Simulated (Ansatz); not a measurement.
Frontier orbitals of CH$_{5}$ClO$_{2}$Sn (`[CH3][Sn]([OH])([OH])[Cl]`).

```xyz
10

C     0.957   -0.558    1.288
Sn   -0.119    0.103   -0.400
O    -2.006   -0.401   -0.413
O    -0.034    2.047   -0.474
Cl    0.706   -0.755   -2.408
H     1.910   -0.034    1.322
H     1.121   -1.631    1.210
H     0.376   -0.332    2.181
H    -2.250   -0.872   -1.214
H    -0.661    2.433   -1.091
```

Total charge 0; spin multiplicity 1. Correlated methods include outer-core shells of Sn, which these sets cover unevenly. Sn: def2 effective core potential. The geometry is a stationary point of PBE0-D4/def2-TZVP. It is one conformer, not always the lowest. Basis def2-TZVPP, the Gaussian-basis code of Ansatz.

Orbital energies of one run (eV). Highest occupied ones, from the top: -10.15, -10.35, -10.39, -10.64, -11.24, -11.45, -11.82, -13.47, -13.70, -13.98, -14.99, -16.54, -21.84, -24.06. Empty: -0.17, 1.39, 1.44, 1.71, 2.55, 3.28.

(1) Which functional gave them?
A. HSE06 (plane-wave form)
B. r2SCAN
C. LDA (SPW92)
D. CAM-B3LYP

Results:

(1) D. HOMO energies: CAM-B3LYP -10.15, HSE06 -8.32, LDA (SPW92) -7.30, r2SCAN -7.48 eV.
